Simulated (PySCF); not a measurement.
# What a mistake does to a calculation on B2ClH4N

Calculated results; nothing here was measured. They come from PySCF 2.14.0, an open-source quantum chemistry program, on an isolated molecule that a program drew, which may never have been made. The molecule is B2ClH4N (charge 0, singlet), drawn as the SMILES string `BB(N)Cl`.

Each row is a Hartree-Fock (HF) and frozen-core CCSD(T) single point in the cc-pV(D+d)Z basis, meant for a local HF minimum. Run 1 is clean. Each other run has one planted mistake out of seven kinds, and not every kind appears here: one electron removed, one electron added, multiplicity raised by two, geometry at a saddle point, minimal basis STO-3G, one bond length entered in bohr, all coordinates scaled. The reference is restricted for singlets and unrestricted otherwise, and also for a bond in bohr. Adding or removing an electron swaps singlet and doublet. Electrons count all cores. HOMO and LUMO are orbital energies over both spins, the gradient is its largest component, and the lowest frequency (negative if imaginary) is given only where the gradient is small. Bond lengths are over the 7 bonds as drawn. T1 is the CCSD diagnostic: over 0.02 (restricted) or 0.045 (unrestricted) a single reference is doubtful.

Geometry of the clean run:
```xyz
8
B2ClH4N, angstrom
B    -0.7061   -0.3460   -2.0241
B    -0.3951    0.1348   -0.4182
N    -0.9998    1.1448    0.3143
Cl    0.9027   -0.8236    0.4066
H    -1.5046   -1.2078   -2.2765
H    -0.1013    0.1273   -2.9483
H    -0.7479    1.3543    1.2588
H    -1.7233    1.7253   -0.0551
```

```
run  electrons  basis functions  <S^2>  HOMO (eV)  LUMO (eV)  gradient (hartree/bohr)  lowest frequency (cm^-1)  mean bond (Å)  longest bond (Å)      T1  HF (hartree)  CCSD(T) (hartree)                          mistake
  1         38               85  0.000     -11.22       1.93                  3.5e-05                       193         1.3292             1.812  0.0125    -565.72154         -566.25030                         no fault
  2         38               85  0.732     -11.18       1.01                  2.8e-02                         -         1.4563             1.889  0.0580    -565.56997         -566.10172  one bond length entered in bohr
  3         38               85  0.000     -11.23       1.82                  1.9e-02                         -         1.3585             1.852  0.0131    -565.71804         -566.24934                                ?
  4         39               85  0.760       0.09       8.89                  4.7e-02                         -         1.3292             1.812  0.0124    -565.68231         -566.22897                                ?
```

**Which mistake was planted in run 3, and what did it cost?**

The mean and the longest bond both change by the same factor, 1.022, and the gradient is no longer small. So the mistake is: all coordinates scaled. Subtracting run 1 and multiplying by 627.51 kcal/mol a hartree, the energy moved by 2.2 kcal/mol in HF and 0.6 kcal/mol in CCSD(T).

**Which mistake was planted in run 4, and what did it cost?**

It counts 39 electrons, one more than the clean run, at the same geometry and basis. So the mistake is: one electron added. Subtracting run 1 and multiplying by 627.51 kcal/mol a hartree, the energy moved by 24.6 kcal/mol in HF and 13.4 kcal/mol in CCSD(T).

Cautions from the logs. Run 2: T1 is over the limit, so its CCSD(T) energy is less reliable; run 4: the HOMO is above zero, so the electron isn't bound and the energy depends on the basis.
